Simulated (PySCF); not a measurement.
iodine monochloride cation (ClI), SMILES ICl (connectivity only; charge and spin as stated), charge +1, multiplicity 2.

Coordinates come from a PBE0-D3(BJ)/def2-TZVP optimisation. The multiplicity is an assumed one; other spin states were not compared. The def2 effective core potentials stand for the cores of I; spin–orbit coupling is left out.

Method: ωB97X/def2-TZVPD (PySCF).

Computed frontier levels, dipole moment:
The α spin, highest occupied and lowest empty level is -17.11 and -7.66 eV and the β spin, highest occupied and lowest empty level is -16.86 and -10.45 eV. The dipole moment about the centre of nuclear charge comes out as 0.54 D and the ⟨S²⟩ comes out as 0.755 (pure state 0.75).
